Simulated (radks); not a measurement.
Ag IX, configuration [Kr] 4d1 4f2 (not the ground configuration). Calculated with a radial shooting solver on a logarithmic mesh with Libxc functionals: Dirac Kohn-Sham, LDA (Slater exchange, Perdew-Wang correlation), spin-unpolarised, spherical densities, finite nucleus; open shells fill j = l - 1/2 first; Fermi nuclear charge, rms radius 4.5454 fm.

Normalised radial functions P(r) = r R(r) (large component), r in bohr:

r,4p1/2,4d3/2
0.003104,0.0095,0.0001
0.004042,0.0141,0.0001
0.005263,0.0211,0.0002
0.006853,0.0318,0.0005
0.008923,0.0480,0.0010
0.01171,0.0729,0.0020
0.01525,0.1079,0.0040
0.01986,0.1568,0.0080
0.02586,0.2210,0.0157
0.03367,0.2984,0.0303
0.04384,0.3784,0.0567
0.05755,0.4386,0.1036
0.07494,0.4358,0.1767
0.09758,0.3256,0.2817
0.1271,0.0800,0.4120
0.1654,-0.2670,0.5372
0.2154,-0.5845,0.5968
0.2828,-0.6677,0.5067
0.3682,-0.3584,0.2171
0.4794,0.2743,-0.2435
0.6243,0.9217,-0.7349
0.8129,1.2158,-1.0507
1.067,1.0208,-1.0409
1.389,0.5798,-0.7491
1.809,0.2147,-0.3817
2.356,0.0473,-0.1278
3.068,0.0054,-0.0250
3.994,0.0003,-0.0024

4p1/2: eigenvalue -202.46 eV, 2 radial nodes at r = 0.136, 0.432 bohr, <r> = 0.907 bohr, 90 % of the charge inside 1.32 bohr. 4d3/2: eigenvalue -140.04 eV, 1 radial node at r = 0.421 bohr, <r> = 1.04 bohr, 90 % of the charge inside 1.54 bohr.
